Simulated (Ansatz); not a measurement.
Stepwise reaction of `COB(C)OC` with hydrogen sulfide, as a gas-phase model of exchange steps in deposition or etching. ΔE in kJ/mol.

Program: Ansatz. Geometries: PBE0-D4/def2-TZVP. ΔE: electronic, gas phase. CCSD(T)/CBS is the MP2 limit (def2-TZVPP, def2-QZVPP) plus CCSD(T) − MP2 in def2-TZVPP, frozen cores. This one scheme is used for every species. DFT in def2-TZVPP. B3LYP here is the variant with VWN-RPA as its local correlation; programs differ in this. One conformer a species, not always the lowest.

```json
{"step": "2", "reaction": "`COB(C)S` + H₂S → `CB(S)S` + CH₃OH", "PBE-D4": "47.8", "B3LYP-D4": "58.5", "ωB97M-V": "59.6", "CCSD(T)/CBS": "56.3"}
```

Q: Give the row of step 1, `COB(C)OC` + H₂S → `COB(C)S` + CH₃OH. (Best estimate.)

A: Ansatz gave: 
| step | reaction | PBE-D4 | B3LYP-D4 | ωB97M-V | CCSD(T)/CBS |
| --- | --- | --- | --- | --- | --- |
| 1 | `COB(C)OC` + H₂S → `COB(C)S` + CH₃OH | 50.9 | 63.2 | 63.3 | 59.5 |

Q: By hand: ΔE of the 2 steps together at CCSD(T)/CBS.

A: (59.5) + (56.3) = 115.8 kJ/mol, or 57.9 kJ/mol a step.

In ΔE the steps differ by no more than 3.2 kJ/mol. All are uphill at CCSD(T)/CBS. PBE-D4 differs from CCSD(T)/CBS by -8.6 to -8.5 kJ/mol a step. Isolated molecules leave out the surface, adducts and barriers. Largest T1 diagnostic: 0.013.
